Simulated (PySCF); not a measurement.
## An isoelectronic set: 113 electrons

PBE0 in PySCF with def2-SVP on every atom (core potentials on Tl, Pb, Bi), for the lowest determinant that a PBE0 search found; no spin–orbit coupling. All have 113 electrons, 7 of them in the valence shells, and the same state, a quartet (σ ↑, π ↑↑). For ions De leads to the atom and ion picked by measured ionisation energies and electron affinities.

| species | difference of nuclear charges | Re (Å) | ωe (cm⁻¹) | k (mdyn/Å) | De (eV) | dissociates to | Mayer bond order |
| --- | --- | --- | --- | --- | --- | --- | --- |
| TlGe | 49 | 2.731 | 157 | 0.785 | 2.14 | Tl + Ge | 1.29 |
| GaPb | 51 | 2.722 | 166 | 0.842 | 2.05 | Ga + Pb | 1.44 |
| ZnBi | 53 | 2.895 | 104 | 0.313 | 0.32 | Zn + Bi | 0.62 |
| TlAs⁺ | 48 | 3.192 | 72.6 | 0.170 | n/a | Tl⁺ + As | 0.40 |
| GePb⁺ | 50 | 2.679 | 188 | 1.13 | n/a | Ge + Pb⁺ | 1.62 |

Which member of the whole set has the stiffest bond, and how does it compare with the softest?

GePb⁺ with k = 1.13 mdyn/Å, 6.6 times that of TlAs⁺.

Weak bonds: ZnBi. Basis-set superposition, not corrected here, can be much of De in a small basis, most of all at correlated wavefunction levels. Functionals without a dispersion term scatter widely for such bonds, and LDA overbinds them. These are scalar-relativistic numbers at best; spin–orbit coupling would shift them, the dissociation energy most. States were picked by a PBE0 search and need not be the measured ground states.
